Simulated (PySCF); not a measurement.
Species: ClGaH₂.
SMILES: `[Cl][GaH2]`

Computed with PySCF at CAM-B3LYP/def2-SVPD, non-relativistic, on one gas-phase PBE0-D3(BJ)/def2-SVP geometry that isn't relaxed in the solvent. The solvent is an IEF-PCM continuum (cavity from Bondi-type radii × 1.2), and excitations are vertical TDDFT with non-equilibrium linear response and a frozen core. Only the electrostatic response of the medium enters. Spin–orbit coupling is left out although an atom past zinc is present.

Gas-phase singlets (H = HOMO, L = LUMO):

```csv
state,E (eV),λ (nm),f,leading configurations
S1,5.238,237,0.000,H→L 97%
S2,6.539,190,0.038,H-1→L 95%
S3,6.679,186,0.000,H-3→L 96%
S4,6.696,185,0.015,H-2→L 98%
S5,7.174,173,0.066,"H→L+1 69%, H→L+2 23%"
```

Problem. What are the lowest 5 singlets in acetone (ε = 20.49)?

Solution. 
```json
{"state": "S1", "E (eV)": "5.586", "λ (nm)": "222", "f": "0.000", "leading configurations": "H→L 97%", "change by rank (eV)": "+0.348"}
{"state": "S2", "E (eV)": "7.069", "λ (nm)": "175", "f": "0.044", "leading configurations": "H-1→L 95%", "change by rank (eV)": "+0.530"}
{"state": "S3", "E (eV)": "7.102", "λ (nm)": "175", "f": "0.025", "leading configurations": "H-2→L 98%", "change by rank (eV)": "+0.423"}
{"state": "S4", "E (eV)": "7.117", "λ (nm)": "174", "f": "0.000", "leading configurations": "H-3→L 96%", "change by rank (eV)": "+0.421"}
{"state": "S5", "E (eV)": "7.301", "λ (nm)": "170", "f": "0.112", "leading configurations": "H→L+1 89%", "change by rank (eV)": "+0.127"}
```

Problem. The ground-state energy changes by -0.183 eV from gas to acetone. By how much does the total energy of gas-phase S1 change?

Solution. E(S1) = E(S0) + excitation energy, so it changes by -0.183 + 0.348 = +0.165 eV: it isn't lowered at all, while the ground state is. This is the vertical state, with the slow part of the continuum still set for S0.

Problem. How do the frontier levels move from gas to acetone?

Solution. 
```
orbital  gas (eV)  solvent (eV)  change (eV)
 LUMO+2      0.80          0.96        +0.16
 LUMO+1      0.64          0.91        +0.27
   LUMO     -1.00         -0.43        +0.57
   HOMO     -9.86         -9.74        +0.12
 HOMO-1    -10.62        -10.68        -0.06
 HOMO-2    -11.27        -11.16        +0.11
 HOMO-3    -11.37        -11.21        +0.16
```

The HOMO–LUMO gap goes from 8.85 to 9.31 eV.

On an Intel Xeon at 2.70 GHz with one thread, no GPU (shared host), this took 4.0 s and 0.47 GiB of memory at its peak. This is the whole response run at CAM-B3LYP/def2-SVPD in acetone, SCF included.
